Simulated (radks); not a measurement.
Numerical settings for neutral caesium, [Xe] 6s1. All-electron calculation, Dirac Kohn-Sham, PBE, spin-unpolarised, spherical densities, finite nucleus; Fermi nuclear charge, rms radius 4.8041 fm. Program: a radial shooting solver on a logarithmic mesh with Libxc functionals. The defaults (mesh step 0.008 in ln r, mesh end at 40 bohr or more with all orbitals vanishing there, Anderson mixing 0.5 over 9 steps, residual threshold near 1e-9 with the energy settled to 1e-9 hartree or 1e-11 of itself, here a cap of 94 iterations) give E = -7789.9785 hartree and 6s1/2 at -2.086 eV in 14 iterations. Run on one thread of a shared host, so times are rough (Intel(R) Xeon(R) 6975P-C): 0.11 s of CPU time, 0.11 s wall, 14 iterations on 2440 mesh points. Changes against that run (0 stands for a change within the tolerance of the run):

| setting | iterations | converged | E (mhartree) | e(6s1/2) (meV) | CPU (s) |
|---|---|---|---|---|---|
| mesh step in ln r 0.12 | 2 | no | diverged | - | 0.01 |
| mesh step in ln r 0.005 | 15 | yes | 0 | 0 | 0.18 |
| mesh step in ln r 0.02 | 13 | yes | +0.000594 | 0 | 0.05 |
| mesh end (bohr) 5 | 13 | level above zero | +338 | +9.87e+03 | 0.09 |
| mesh end (bohr) 1 | 13 | level above zero | +3.86e+05 | +2.04e+06 | 0.08 |
| residual threshold 0.01 | 8 | yes | 0 | +0.631 | 0.09 |
| residual threshold 1e-05 | 9 | yes | 0 | +0.325 | 0.11 |
| mixing 0.01 | 23 | yes | 0 | 0 | 0.2 |
| linear mixing, mixing 0.5 | 30 | yes | 0 | 0 | 0.2 |
| linear mixing, mixing 0.2 | 88 | yes | 0 | 0 | 0.57 |
| mixing history 2 | 19 | yes | 0 | 0 | 0.15 |
| iteration cap 8 | 8 | no | 0 | +0.325 | 0.08 |

Settled on a wrong energy, with an occupied level pushed above zero by the early mesh end: mesh end (bohr) 5 (+0.338 hartree); mesh end (bohr) 1 (+386 hartree). Apart from these: no run marked as converged misses the energy by more than 1 mhartree. A mesh that ends early acts as a hard wall.
